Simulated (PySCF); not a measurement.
System: C4H3OSe (charge 0, doublet). It need not be the lowest isomer of its formula. 
Structure (B3LYP-D3(BJ)/def2-TZVP (Ansatz) minimum search):
```xyz
9

O      2.7041     0.6473    -0.1929
C      1.4234     0.1843    -0.0926
C      1.1049    -1.2227     0.0062
C     -0.2193    -1.4248     0.0941
Se    -1.2717     0.0995     0.0676
C      0.3642     1.0343    -0.0801
H      3.3199    -0.0927    -0.1861
H      1.8540    -2.0041     0.0077
H      0.3910     2.1090    -0.1431
```
Charge 0, spin multiplicity 2.

Dispersion corrections to the total energy (kcal/mol) from the dftd3 and dftd4 libraries through PySCF: D3(BJ) without and D4 with the three-body term, each with the damping fitted for the functional named.

| functional | D3(BJ) | D4 |
|---|---|---|
| HF | ___ | -22.59 |
| BHLYP | ___ | -7.61 |
| LC-wPBE | -5.69 | -6.85 |
| B2PLYP | -5.08 | -4.25 |
| B2GP-PLYP | -4.52 | -2.56 |
| PW6B95 | -3.18 | ___ |
| TPSS | -7.45 | -8.29 |

**Question.** Fill in the missing entries.

**Answer.** 
- HF, D3(BJ): -49.50
- BHLYP, D3(BJ): -8.61
- PW6B95, D4: -5.44
